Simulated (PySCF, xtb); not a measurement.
CHI₂, SMILES I[CH]I (connectivity only; charge and spin as stated), charge +1, multiplicity 1.

Geometry optimised at PBE-D3(BJ)/def2-SVP. The multiplicity is an assumed one; other spin states were not compared. The isomer is the one that the SMILES or the coordinates give; other isomers of the formula were not compared. The def2 effective core potentials stand for the cores of I; spin–orbit coupling is left out.

The numbers are results of IEF-PCM-M06-2X/def2-SVP run with PySCF, not measurements.

The values are the electrostatic part of the solvation free energy, E(continuum) − E(gas) at the gas-phase geometry, in a cavity of scaled van der Waals radii (PySCF's table); cavitation and dispersion terms are not included. In vacuum the orbital gap is 5.58 eV.

| solvent | ε | ΔG(elec) (kcal/mol) | gap (eV) |
|---|---|---|---|
| water | 78.36 | -56.5 | 5.69 |
| chloroform | 4.71 | -44.9 | 5.66 |
| acetonitrile | 35.69 | -55.6 | 5.69 |

For comparison, GFN2-xTB/ALPB(water) (xtb, at the GFN2-xTB geometry, all terms of that model) gives -43.8 kcal/mol.
